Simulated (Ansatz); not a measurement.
One geometry of the cluster Sn₆S₁₂, several levels of theory.

```yaml
crystal:
  periodic: [false, false, false]
  atoms:
    - {symbol: Sn, position_ang: [-0.015316, -0.955088, -0.289986]}
    - {symbol: Sn, position_ang: [-1.690414, 0.059240, -3.662874]}
    - {symbol: Sn, position_ang: [1.484161, 1.959088, 2.840089]}
    - {symbol: Sn, position_ang: [-1.456059, 2.870153, -0.416158]}
    - {symbol: Sn, position_ang: [1.736858, 1.177312, -1.873836]}
    - {symbol: Sn, position_ang: [-3.288654, 0.107361, 2.324147]}
    - {symbol: S, position_ang: [-1.349682, -0.990923, 3.532924]}
    - {symbol: S, position_ang: [-2.744588, 0.486411, -1.049922]}
    - {symbol: S, position_ang: [3.307194, -1.030296, -0.570461]}
    - {symbol: S, position_ang: [2.917972, -1.726832, 1.297703]}
    - {symbol: S, position_ang: [-0.668897, 0.500178, 2.153482]}
    - {symbol: S, position_ang: [1.040653, 2.578426, 0.364987]}
    - {symbol: S, position_ang: [-0.589870, 2.375616, -2.794508]}
    - {symbol: S, position_ang: [-2.710700, -1.283850, 0.136950]}
    - {symbol: S, position_ang: [1.027260, -2.697719, 1.319868]}
    - {symbol: S, position_ang: [0.723267, -1.047428, -3.599506]}
    - {symbol: S, position_ang: [2.942940, -0.118331, 2.804283]}
    - {symbol: S, position_ang: [-0.666136, -2.263308, -2.517160]}
basis:
  gaussian: {orbitals: def2-SVP, initial_orbitals: start.molden}
hamiltonian: {xc: pbe, dispersion: d4}
scf: {omitted_lower_state_checks: [starts]}
output: {orbitals: {seedname: orbitals}}
```

The file start.molden holds the orbitals of an earlier run on this structure, at another level or in another basis.

```sh
$ ansatz run in.yaml --threads 2 --pin off --events-out ev --progress --plain --max-ram 22528MiB --backend cuda --devices 0, --max-vram 18GiB
```

Shortened log:

```
Functional definition: PBE
4206 factors; their error is unknown
mean field evaluation 1: about -164930.8252 eV, gradient 4.8e1 eV
mean field evaluation 2: about -164932.0069 eV, gradient 2.0e0 eV
mean field evaluation 4: about -164931.8369 eV, gradient 1.2e-1 eV
mean field evaluation 8: about -164931.8369 eV, gradient 1.7e-5 eV
mean field -164931.83694216 eV, -6061.1332128101 hartree, gradient 1.7e-5 eV, S^2 0.000000; 0 other end points of the search recorded, 0 dependent functions left out
reference -164931.83699986 eV, -6061.1332149305 hartree; 162, 162 occupied and 210, 210 virtual orbitals, 4206 factors
Total energy: -164934.59003664 eV, -6061.2343871660 hartree
Checks for a lower state left out: starts
```

It took 3.7 s on 2 threads of AMD EPYC 7R13 on a shared host and a share (18 GiB) of an NVIDIA H100 80GB HBM3, peak host memory 1.1 GiB.

First input, but with `gaussian: {orbitals: def2-TZVP, fitting: {mean_field: def2-universal-jkfit}, initial_orbitals: start.molden}`, `hamiltonian: {xc: pbe0, dispersion: d4}` (abridged; 7 s):

```
Functional definition: PBE0
mean field -164988.11952948 eV, -6063.2015597445 hartree, gradient 1.4e-5 eV, S^2 0.000000
Total energy: -164990.60850839 eV, -6063.2930280323 hartree
Checks for a lower state left out: starts
```

First input, but with `correlation: {method: mp2}` and without the key `hamiltonian` (abridged; 6.5 s):

```
Functional definition: HF
mean field -164609.97342803 eV, -6049.3049468327 hartree, gradient 9.2e-6 eV, S^2 0.000000
84 core orbitals not correlated: weight in the atoms' cores, before any rotation towards them, 1.000 or more for the frozen orbitals, at most 0.000 for the correlated occupied ones
second order -58.54137826 eV of doubles, -0.00000000 eV of singles
Total energy: -164668.51480629 eV, -6051.4563028031 hartree
Checks for a lower state left out: starts
```

First input, but with `hamiltonian: {xc: pbe}`, `correlation: {method: rpa}` and without the key `output` (abridged; 9.5 s):

```
Functional definition: PBE
mean field -164931.83685496 eV, -6061.1332096056 hartree, gradient 1.4e-6 eV, S^2 0.000000
84 core orbitals not correlated: weight in the atoms' cores, before any rotation towards them, 1.000 or more for the frozen orbitals, at most 0.000 for the correlated occupied ones
Total energy: -164698.41072684 eV, -6052.5549576190 hartree
Checks for a lower state left out: starts
```

As the first input, with `gaussian: {orbitals: def2-TZVP, fitting: {mean_field: def2-universal-jkfit}, initial_orbitals: start.molden}`, `output: {forces: true, orbitals: {seedname: orbitals}}` (abridged; 9 s):

```
Functional definition: PBE
mean field -164978.43139022 eV, -6062.8455271934 hartree, gradient 5.3e-5 eV, S^2 0.000000
Total energy: -164981.18449507 eV, -6062.9467019306 hartree
Atom 0 force    -0.097044    -0.121230     0.016124 eV/Å
Atom 1 force     0.249681    -0.055091     0.185703 eV/Å
Atom 2 force    -0.081173    -0.151005    -0.219722 eV/Å
Atom 3 force     0.194473    -0.182441    -0.160873 eV/Å
Atom 4 force    -0.168339     0.023423     0.054773 eV/Å
Atom 5 force     0.410439    -0.124225    -0.067180 eV/Å
Atom 6 force    -0.024125     0.421830    -0.362583 eV/Å
Atom 7 force     0.040271    -0.306637     0.213194 eV/Å
Atom 8 force    -0.131695    -0.134966     0.428329 eV/Å
Atom 9 force    -0.283822     0.250902    -0.063202 eV/Å
Atom 10 force    -0.241676    -0.274170     0.386412 eV/Å
Atom 11 force    -0.044058    -0.063380     0.066620 eV/Å
Atom 12 force    -0.045006    -0.049667     0.105799 eV/Å
Atom 13 force     0.035417     0.444139    -0.119007 eV/Å
Atom 14 force     0.379463     0.320197    -0.154794 eV/Å
Atom 15 force    -0.435599    -0.176278     0.245165 eV/Å
Atom 16 force    -0.081299    -0.228705    -0.342315 eV/Å
Atom 17 force     0.324091     0.407303    -0.212444 eV/Å
Dipole moment:    -0.966250     0.741538     0.249862 e Å
Checks for a lower state left out: starts
```

The first input with `gaussian: {orbitals: def2-TZVP, fitting: {mean_field: def2-universal-jkfit}, initial_orbitals: start.molden}`, `hamiltonian: {xc: {name: BLYP}, dispersion: d4}` (abridged; 7.5 s):

```
Functional definition: BLYP
mean field -165023.90207167 eV, -6064.5165439155 hartree, gradient 7.9e-5 eV, S^2 0.000000
Total energy: -165029.41256234 eV, -6064.7190507126 hartree
Checks for a lower state left out: starts
```

First input, but with `gaussian: {orbitals: def2-TZVP, fitting: {mean_field: def2-universal-jkfit}, initial_orbitals: start.molden}`, `hamiltonian: {xc: r2scan, dispersion: d4}` (abridged; 10 s):

```
Functional definition: r2SCAN
mean field -165037.63160890 eV, -6065.0210951025 hartree, gradient 1.3e-5 eV, S^2 0.000000
Total energy: -165038.34332324 eV, -6065.0472501220 hartree
Checks for a lower state left out: starts
```

Geometry: PBE-D4/def2-SVP.

In the def2 sets Sn takes a core potential; there is no spin–orbit coupling. Correlated methods freeze 84 core orbitals; core or outer-core shells of Sn are correlated, in sets that lack core-valence functions. Single mean-field runs in def2-TZVP are fitted with def2-universal-jkfit. Another isomer (singlet) lies 2.73 eV lower at PBE0-D4/def2-TZVP; other spin states weren't run for this one.
